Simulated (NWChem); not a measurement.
System: C₂H₄BFO₂; SMILES C=C(F)B(O)O

```xyz
10

C     -1.2478    -1.4982     0.0000
C     -0.1294    -0.7760     0.0000
F      1.0731    -1.4052     0.0000
B      0.0091     0.7924     0.0000
O     -1.1087     1.5563     0.0000
O      1.2431     1.3597     0.0000
H     -1.2277    -2.5910     0.0000
H     -2.2080    -0.9805     0.0000
H     -0.8993     2.4969     0.0000
H      1.9342     0.6869     0.0000
```
Atoms are numbered in this order, from 1.

Structure relaxed at the PBE0/def2-SVP level.

Q: Give the principal values of the shielding tensors (ppm) of C1, C2, F3, B4, O5 from Hartree-Fock/6-31G* (spherical d), GIAO (NWChem), with their diamagnetic and paramagnetic parts as GIAO splits them.

A: 
```csv
atom,σ11,σ22,σ33,isotropic,diamagnetic,paramagnetic
C1,-35.5,116.2,178.0,86.3,259.7,-173.4
C2,-71.9,91.1,106.6,41.9,247.7,-205.8
F3,289.8,362.2,457.9,370.0,475.1,-105.1
B4,88.3,98.5,112.1,99.6,194.1,-94.5
O5,181.1,299.3,315.5,265.3,391.8,-126.5
```
